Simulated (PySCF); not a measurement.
Diatomic anions of Be with the fourth-period p block

PBE0 with double-zeta basis sets in PySCF, for the lowest determinant that a PBE0 search found; no spin–orbit coupling. De refers to high-spin ground-configuration atoms (the charge goes to the atom of lower measured ionisation energy or higher electron affinity, which is not always the lowest computed limit). A positive dipole points towards Be; it is taken about the centre of mass and depends on that origin.

```csv
M,basis,charged atom,state (unpaired electrons),Re (Å),ωe (cm⁻¹),De (eV),μ (D)
Ga,aug-cc-pVDZ-DK,Ga−,triplet (π ↑↑),2.271,408,1.43,-3.63
Ge,aug-pcseg-1,Ge−,"quartet (σ ↑, π ↑↑)",2.225,473,1.62,-3.75
Se,aug-pcseg-1,Se−,doublet (σ ↑),1.955,746,3.26,-2.33
Br,def2-SVPD,Br−,singlet (closed shell),2.229,376,1.17,-7.50
```

**Question.** By what factor does the well depth vary along the series?

**Answer.** At PBE0 it runs from 1.17 eV (BeBr⁻) to 3.26 eV (BeSe⁻), a factor of 2.79.

The rows differ in basis set, which adds steps of its own.

The state changes along the series, so neighbouring rows are not always alike in their bonding.

For an ion De counts to the pair picked by the measured ionisation energies or electron affinities, which need not be the lowest pair at this level. The highest Kohn–Sham level is positive in some of these anions. Much of that is self-interaction error, but it also means that the finite basis helps to hold the extra electron. States were picked by a PBE0 search and need not be the measured ground states.
